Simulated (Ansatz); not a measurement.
Correlation energies of `C[SiH2]OB[SiH3]` by basis set

```csv
atom,x (Å),y (Å),z (Å)
C1,-2.056,-0.231,1.364
Si2,-0.753,-1.417,0.775
O3,0.426,-0.666,-0.133
B4,0.637,0.600,-0.535
Si5,2.259,1.070,-1.665
H6,-2.570,0.248,0.528
H7,-1.630,0.550,1.997
H8,-2.800,-0.776,1.952
H9,-1.339,-2.468,-0.093
H10,-0.054,-2.054,1.918
H11,-0.151,1.460,-0.216
H12,3.132,-0.095,-1.977
H13,1.816,1.681,-2.953
H14,3.082,2.098,-0.963
```

Charge 0, multiplicity 1. Geometry: relaxed with PBE0-D4/def2-TZVP. It is one conformer, not always the lowest. Frozen core, restricted reference, the Gaussian-basis code of Ansatz. CBS rows extrapolate triple and quadruple zeta; past MP2 they add the triple-zeta difference.

| basis | HF (Eh) | MP2 corr. | CCSD corr. | (T) | CCSD(T) total |
| --- | --- | --- | --- | --- | --- |
| def2-SVP | -720.30649 | ? | ? | -0.01778 | ? |
| def2-TZVPP | -720.68290 | -0.76257 | -0.82870 | -0.02959 | -721.54119 |
| def2-QZVPP | ? | -0.81752 | – | – | – |
| CBS(def2) | ? | -0.85822 | -0.92434 | as TZ | ? |

(1) Fill in the withheld values. (An estimate is asked.)

Answers

(1) The calculation gave: def2-SVP MP2 corr.: -0.61113; def2-SVP CCSD corr.: -0.68330; def2-SVP CCSD(T) total: -721.00757; def2-QZVPP HF (Eh): -720.70830; CBS(def2) HF (Eh): -720.71180; CBS(def2) CCSD(T) total: -721.66573.
